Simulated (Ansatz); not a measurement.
`[OH][GeH]([OH])[OH]` and `[OH][GeH]([OH])[Cl]` differ in one atom or group.

Ansatz, PBE0-D4/def2-TZVP geometries, multiplicity 1. Each molecule was computed in one conformer, which needn't be the lowest.

Scalar relativity is left out up to krypton.

```csv
property,`[OH][GeH]([OH])[OH]`
HOMO–LUMO gap (PBE0/def2-TZVPP) / eV,9.15
LUMO energy (B3LYP/def2-TZVPP) / eV,-0.17
HOMO energy (PBE/def2-TZVPP) / eV,-7.19
HOMO energy (B3LYP/def2-TZVPP) / eV,-8.65
HOMO–LUMO gap (PBE/def2-TZVPP) / eV,6.47
HOMO energy (ωB97M-V/def2-TZVPP) / eV,-11.35
```

(1) Give the same properties after the change, and the shifts. (An estimate is asked.)

Answers

(1) Computed: 
```csv
property,`[OH][GeH]([OH])[Cl]`,shift
HOMO–LUMO gap (PBE0/def2-TZVPP) / eV,9.09,-0.06
LUMO energy (B3LYP/def2-TZVPP) / eV,-0.49,-0.32
HOMO energy (PBE/def2-TZVPP) / eV,-7.56,-0.37
HOMO energy (B3LYP/def2-TZVPP) / eV,-8.92,-0.27
HOMO–LUMO gap (PBE/def2-TZVPP) / eV,6.42,-0.05
HOMO energy (ωB97M-V/def2-TZVPP) / eV,-11.53,-0.18
```

With PBE0 the HOMO falls by 0.29 eV and the LUMO falls by 0.34 eV, so the gap narrows by about 0.05 eV. PBE moves the HOMO by -0.37 eV and ωB97M-V by -0.18 eV. The zero-point energy changes by -32.0 kJ/mol with -3 modes.

B3LYP here is the variant with VWN-RPA as its local correlation; programs differ in this.
